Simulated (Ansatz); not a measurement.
System: SnO, charge 0, triplet. This triplet is an excited state, 2.6 eV above the singlet at CCSD(T)/def2-QZVPP (Ansatz, a quantum-chemistry and plane-wave program). SnO (SMILES [O]=[Sn], triplet).
B3LYP-D3(BJ)/def2-TZVP minimum from Ansatz:
```xyz
2

Sn     0.0000     0.0000    -0.2845
O      0.0000     0.0000     1.7784
```
Charge 0, spin multiplicity 3.

Total energies in def2-QZVPP, 10 correlated electrons, 10 frozen orbitals. UHF or UKS for unpaired electrons; spin-orbit terms are left out. Correlated methods leave the cores frozen (noble-gas shells, and filled d and f shells in the p block). Past Kr the def2 sets carry scalar-relativistic core potentials. Spin-orbit terms, left out, reach several kcal/mol for Br and I, and more for heavier atoms. The UHF reference of OSn ([O]=[Sn], triplet) is spin-contaminated (<S^2> up to 0.04 over the pure value in the sets run). The spin of OSn ([O]=[Sn], triplet) was assumed, and the state is the lowest solution found for it.

```tsv
method	program	energy (Eh)	minus CCSDT(Q) (mEh)
HF	Ansatz	-288.20725	302.46
MP2	Ansatz	-288.47606	33.65
CCSD	Ansatz	-288.49395	15.77
CCSD(T)	Ansatz	-288.50560	4.11
CCSDT(Q)	Ansatz	-288.50971	0.00
```

Rough core times of Ansatz's runs on a shared machine: CCSD(T) 5 min, CCSDT(Q) 2 h.
